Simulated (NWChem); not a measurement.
SnCl2, singlet; SMILES [Sn]([Cl])[Cl]

All runs: NWChem. Medium grid unless said otherwise, to which SCAN and Minnesota functionals are sensitive. Low-valent species are run as closed-shell singlets; no triplet was tried in these runs. Structure relaxed at the PBE-D3(BJ)/def2-SVP level. def2 effective core potentials on Sn; no spin-orbit coupling. Total energies of different functionals are on different scales.

```json
[
 {"level": "B3LYP/def2-TZVP", "energy (Ha)": "-1134.9510", "highest occupied level (eV)": "-7.91", "orbital gap (eV)": "4.44", "dipole (D)": "3.56"},
 {"level": "PBE/def2-TZVP", "energy (Ha)": "-1134.4729", "highest occupied level (eV)": "-7.01", "orbital gap (eV)": "3.12", "dipole (D)": "3.32"},
 {"level": "LDA (Slater exchange, PW92)/def2-TZVP", "energy (Ha)": "-1131.5397", "highest occupied level (eV)": "-7.21", "orbital gap (eV)": "3.06", "dipole (D)": "3.27"},
 {"level": "M06-2X/def2-TZVP", "energy (Ha)": "-1134.7492", "highest occupied level (eV)": "-9.12", "orbital gap (eV)": "6.67", "dipole (D)": "3.65"},
 {"level": "KT2/def2-TZVP", "energy (Ha)": "-1142.9107", "highest occupied level (eV)": "-7.10", "orbital gap (eV)": "3.10", "dipole (D)": "3.30"},
 {"level": "PW6B95/def2-TZVP", "energy (Ha)": "-1135.6876", "highest occupied level (eV)": "-8.16", "orbital gap (eV)": "4.97", "dipole (D)": "3.61"},
 {"level": "PW91/def2-TZVP", "energy (Ha)": "-1134.9125", "highest occupied level (eV)": "-7.06", "orbital gap (eV)": "3.12", "dipole (D)": "3.32"}
]
```
